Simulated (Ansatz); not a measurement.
## Worked example: BH2Br + CBrClF2 → BH2Cl + CBr2F2

Species: BH2Br `BBr`, singlet; CBrClF2 `FC(F)(Cl)Br`, singlet; BH2Cl `BCl`, singlet; CBr2F2 `FC(F)(Br)Br`, singlet. The partners trade Br for Cl: B–Br and C–Cl bonds give way to B–Cl and C–Br.

Shapes, held fixed at every level: PBE0-D4/def2-TZVP. Programs: Ansatz 0.2.0. The zero-point and thermal change to 298 K, harmonic and unscaled (PBE0-D4/def2-TZVP), is +0.2 kJ/mol.

At CCSD(T)/def2-TZVPP; 1 Eh = 2625.50 kJ/mol:

| species | energy (Eh) |
| --- | --- |
| BH2Br | -2598.702326 |
| CBrClF2 | -3269.936163 |
| BH2Cl | -485.727891 |
| CBr2F2 | -5382.913511 |

Problem. Work out ΔH(298 K) of the reaction at this level.

Solution. 
1. Products less reactants: (-485.727891) + (-5382.913511) − [(-2598.702326) + (-3269.936163)] = -0.002913 Eh = -7.6 kJ/mol.
2. With the thermal change: -7.6 + (+0.2) = -7.4 kJ/mol.

Other levels give -9.3 (PBE-D4/def2-TZVPP) to -3.3 kJ/mol (HF/def2-TZVPP). No measured value is set beside it here. Relativity is left out for Br. Outer-core shells of Br are correlated in most correlated rows, in sets that cover them unevenly.
